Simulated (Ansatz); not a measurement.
Ansatz (a program for electronic structure) input (PBE/def2-TZVPD):

Ansatz 0.2 input:
```yaml
crystal:
  periodic: [false, false, false]
  atoms:
    - {symbol: C, position_ang: [0.12026251, -1.86660365, -0.24068930]}
    - {symbol: C, position_ang: [-0.24383394, -0.44652703, -0.03073980]}
    - {symbol: O, position_ang: [0.86067522, 0.30643938, 0.49835078]}
    - {symbol: C, position_ang: [1.01532803, 0.20386912, 1.89865822]}
    - {symbol: O, position_ang: [-0.58768795, 0.10541032, -1.25763867]}
    - {symbol: C, position_ang: [-1.09991473, 1.42722792, -1.17890027]}
    - {symbol: H, position_ang: [0.08394055, -2.56965841, 0.57797369]}
    - {symbol: H, position_ang: [0.57510914, -2.15559629, -1.17670378]}
    - {symbol: H, position_ang: [-1.07790458, -0.34562818, 0.68686364]}
    - {symbol: H, position_ang: [1.30728189, -0.80540919, 2.20920667]}
    - {symbol: H, position_ang: [0.09188384, 0.47899737, 2.42451049]}
    - {symbol: H, position_ang: [1.80468802, 0.89788059, 2.18243684]}
    - {symbol: H, position_ang: [-1.96986888, 1.46822299, -0.51201636]}
    - {symbol: H, position_ang: [-1.40818667, 1.70196452, -2.18553020]}
    - {symbol: H, position_ang: [-0.34189259, 2.12663083, -0.82241116]}
basis:
  gaussian:
    orbitals: def2-TZVPD
hamiltonian:
  xc: {name: PBE}
magnetization: {spin_polarized: true, initial_magnetization: 1}
output: {forces: true}
```

Output:

```
Functional definition: PBE
integrals: 0.28 GiB planned
1523 factors; their error is unknown
0.46 GiB of the device are held for the grids
1.84 GiB of device memory are held for the factors and their scratch space
mean field: 2.38 GiB planned
mean field evaluation 1: about -8365.8340 eV, gradient 5.5e1 eV
mean field evaluation 2: about -8341.9787 eV, gradient 9.0e1 eV
mean field evaluation 4: about -8379.3206 eV, gradient 7.2e0 eV
mean field evaluation 8: about -8379.5134 eV, gradient 2.9e-1 eV
mean field evaluation 16: about -8379.4480 eV, gradient 7.4e-3 eV
mean field -8379.44797086 eV, -307.9390331353 hartree, gradient 4.2e-5 eV, S^2 0.753733; 0 other end points of the search recorded, 0 dependent functions left out
the calculation of the forces begins
reference -8379.44802861 eV, -307.9390352574 hartree; 25, 24 occupied and 284, 285 virtual orbitals, 1523 factors
Total energy: -8379.44802861 eV, -307.9390352574 hartree
Atom 0 at     0.120263    -1.866604    -0.240689 Å, force    -0.074781     0.203548     0.011704 eV/Å
Atom 1 at    -0.243834    -0.446527    -0.030740 Å, force    -0.032240    -0.236509    -0.055786 eV/Å
Atom 2 at     0.860675     0.306439     0.498351 Å, force     0.321560     0.213699    -0.146695 eV/Å
Atom 3 at     1.015328     0.203869     1.898658 Å, force    -0.043763    -0.028681    -0.054422 eV/Å
Atom 4 at    -0.587688     0.105410    -1.257639 Å, force     0.039039    -0.154228    -0.355603 eV/Å
Atom 5 at    -1.099915     1.427228    -1.178900 Å, force     0.009940    -0.067638     0.041518 eV/Å
Atom 6 at     0.083941    -2.569658     0.577974 Å, force    -0.018474    -0.203655     0.228332 eV/Å
Atom 7 at     0.575109    -2.155596    -1.176704 Å, force     0.133203    -0.090239    -0.273374 eV/Å
Atom 8 at    -1.077905    -0.345628     0.686864 Å, force    -0.262183     0.044707     0.256216 eV/Å
Atom 9 at     1.307282    -0.805409     2.209207 Å, force     0.088033    -0.263935     0.106422 eV/Å
Atom 10 at     0.091884     0.478997     2.424510 Å, force    -0.252921     0.074062     0.162321 eV/Å
Atom 11 at     1.804688     0.897881     2.182437 Å, force     0.213829     0.186153     0.076338 eV/Å
Atom 12 at    -1.969869     1.468223    -0.512016 Å, force    -0.242496     0.026691     0.177700 eV/Å
Atom 13 at    -1.408187     1.701965    -2.185530 Å, force    -0.080677     0.074884    -0.268335 eV/Å
Atom 14 at    -0.341893     2.126631    -0.822411 Å, force     0.201932     0.221138     0.093665 eV/Å
Dipole moment:    -0.134041     0.050023     0.336738 e Å
```

It need not be the lowest isomer of its formula.
